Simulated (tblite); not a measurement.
Start geometry of `C/C(F)=C(\[SiH3])CF` from a force field or distance geometry (Å):
```
atom  x, y, z in Å
C1     1.970    0.170   -0.897
C2     0.710   -0.612   -0.638
F3     0.703   -1.859   -1.179
C4    -0.372   -0.243    0.072
Si5   -0.600    1.360    0.966
C6    -1.553   -1.175    0.230
F7    -2.679   -0.595   -0.266
H8     2.821   -0.313   -0.415
H9     1.925    1.202   -0.540
H10    2.142    0.202   -1.970
H11   -1.679    1.255    1.972
H12    0.656    1.708    1.666
H13   -0.907    2.443   -0.003
H14   -1.724   -1.425    1.282
H15   -1.418   -2.111   -0.301
```

Q: What comes out of this run: GFN2-xTB geometry optimisation, gas phase in tblite?

A: 
```
atom  x, y, z in Å
C1     1.9456    0.1599   -0.8514
C2     0.7056   -0.6137   -0.5811
F3     0.7750   -1.8677   -1.1226
C4    -0.3832   -0.2519    0.0840
Si5   -0.6026    1.4400    0.9022
C6    -1.5264   -1.2141    0.2178
F7    -2.7285   -0.5446    0.2109
H8     2.8015   -0.3510   -0.4095
H9     1.8712    1.1633   -0.4483
H10    2.1115    0.2122   -1.9277
H11   -1.7430    1.3750    1.8082
H12    0.6111    1.7424    1.6701
H13   -0.8017    2.4438   -0.1447
H14   -1.4776   -1.7496    1.1744
H15   -1.5631   -1.9360   -0.6044
```

The energy falls by 2.9 kcal/mol over 66 L-BFGS steps, the largest force on an atom goes from 1.34 to 0.010 eV/Å, and the atoms move by 0.213 Å rms after alignment. The bond that changes most is C4–Si5 (fully substituted alkene carbon to SiH3 silicon), which lengthens by 0.043 Å. Bonds longer at the end by more than 0.005 Å: 4 of 14; shorter: 7. Among the angles that change most is Si5–C4–C6, from 112.8° to 116.5°. Among the dihedrals that turn most is Si5–C4–C6–H15, from 180° to 153°. Rotational constants go from 2420, 1709, 1072 to 2555, 1651, 1046 MHz. The orientation of the end geometry is arbitrary; only internal coordinates are fixed.

The run took 0.39 s on an Arm Neoverse V1 with one thread, no GPU (shared host).

Its GFN2-xTB frequencies are all real (lowest 36 cm⁻¹). The numbers are those of one conformer. 2 starts were optimised and ended at 0.00 and 0.43 kcal/mol (GFN2-xTB); the lowest of these is shown.

All values are computed, not measured.
